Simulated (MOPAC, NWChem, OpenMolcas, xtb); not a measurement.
A ladder of methods for GeH2O (germanone)

GeH2O has 4 atoms, charge 0, and is taken as a singlet. As SMILES, `[O]=[GeH2]`. The shape comes from GFN2-xTB, which is rough for such elements, and wasn't checked as a minimum.

Each level gives the dipole moment (D). The values are calculated.

```
                    level            kind     program  value (D)   CPU time
                      PM3  semi-empirical       MOPAC       2.30  under 2 s
                      PM6  semi-empirical       MOPAC       4.67  under 2 s
                      PM7  semi-empirical       MOPAC       4.46  under 2 s
                 GFN1-xTB  semi-empirical         xtb       4.64  under 2 s
              HF/ANO-S-MB    Hartree–Fock  OpenMolcas       2.88      2.1 s
               HF/cc-pVDZ    Hartree–Fock  OpenMolcas       4.29      1.9 s
               HF/cc-pVTZ    Hartree–Fock  OpenMolcas       4.43      8.4 s
HF/cc-pVQZ (RICD fitting)    Hartree–Fock  OpenMolcas       4.52       22 s
            N12/jorge-DZP             GGA      NWChem       3.43      7.7 s
```

All-electron rows without a relativistic Hamiltonian named are non-relativistic. The values span 2.30 to 4.67 D. Magnitudes only. CPU times are rough (shared hosts, several kinds of processor and program).
